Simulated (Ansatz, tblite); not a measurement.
Cost and result up the ladder for `Sc1ccc(-c2ccc(-c3ccc(-c4ccc(S)cc4)cc3)cc2)cc1` (44 atoms). Charge 0, multiplicity 1. Geometry: PBE-D4/def2-SVP.

Ansatz on 2 threads of AMD EPYC 7R13 on a shared host and a share (18 GiB) of an NVIDIA H100 80GB HBM3; xTB runs through tblite on one thread. Times are rough, summed over both states, and most runs start from the orbitals of an earlier one. PBE0-D4/def2-TZVP serves as the yardstick here, not as an exact answer. The other state is a doublet.

The xTB rows come from tblite. Single mean-field runs in def2-TZVP are fitted with def2-universal-jkfit.

Raw xTB energies of ions are shifted by several eV.

```json
{"level": "GFN2-xTB", "functions": "132", "wall time": "0.21 s", "vertical IE (eV)": "11.39", "difference from PBE0-D4/def2-TZVP (eV)": "4.51"}
{"level": "GFN1-xTB", "functions": "150", "wall time": "0.27 s", "vertical IE (eV)": "12.23", "difference from PBE0-D4/def2-TZVP (eV)": "5.35"}
{"level": "PBE-D4/def2-TZVP", "functions": "926", "wall time": "27 s", "vertical IE (eV)": "6.49", "difference from PBE0-D4/def2-TZVP (eV)": "-0.39"}
{"level": "PBE0-D4/def2-TZVP", "functions": "926", "wall time": "35 s", "vertical IE (eV)": "6.88", "difference from PBE0-D4/def2-TZVP (eV)": "0.00"}
```
